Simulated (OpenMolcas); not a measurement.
## Ti2+: effect of the metal basis

Ti2+ with its 6 nearest fluoride ions at 2.12 Å, on the Zn site of KZnF3 (a = 4.054 Å, distance in the model lattice 2.027 Å). The rest of the host is ab initio model potentials to 7.6 Å and point charges beyond; the distance is set by hand and nothing relaxes.

```yaml
Program: OpenMolcas 26.06
Method: CASSCF
Spin-orbit_coupling: RASSI with atomic mean-field integrals over the reference wave functions
```

Fixed: ligand basis ANO-RCC-VDZP, active space 2 electrons in 5 orbitals (3d), DKH2 Hamiltonian.

States (labels of O, the rotations of Oh). Energies in cm-1 above the lowest state or level, χT in cm3 K/mol; under a threefold ground state the first gap can be a small split of the lowest multiplet, not the spin-orbit step; 10Dq and B are least-squares fits to the states below 45000 cm-1, weighted by degeneracy, with a free offset, and given where the rms deviation is under 5 % of |10Dq| (or 100 cm-1) and under 700 cm-1.

| Run | Metal basis | Ground state | First state of that spin | 10Dq | B (rms of fit) | First gap with spin-orbit (degeneracies) | χT at 300 K | First state of another spin | Cost |
| --- | --- | --- | --- | --- | --- | --- | --- | --- | --- |
| A | ANO-RCC-VDZP | 3T1 | 3T2 11587 | 13424 | 862 (205) | 2.4 (2, 3) | 1.089 | 1T2 11974 | roughly 17 core-seconds |
| B | ANO-RCC-VTZP | 3T1 | 3T2 11210 | 13047 | 867 (213) | 2.5 (2, 3) | 1.091 | 1T2 12023 | roughly 27 core-seconds |

Against A, |10Dq| changes by -2.8 % in B.

Costs are those of the RASSCF and RASSI steps.

An orbital triplet at a regular site is open to Jahn-Teller coupling, which can distort the site and quench the lowest spin-orbit gaps and is left out. Without dynamic correlation the repulsion within the d shell is too large (B by tens of per cent), so at a given field states of lower spin stand too high. Ligand-to-metal charge-transfer states are missing. With no ligand orbital active B as a rule stays too high, so bands that hang on it stand too high and its fall with covalency is understated. With metal d orbitals alone and no dynamic correlation 10Dq can be off by a tenth to a fifth, either way, in oxide and fluoride hosts. No measured value stands beside these numbers; the geometry was set by hand and not optimised.
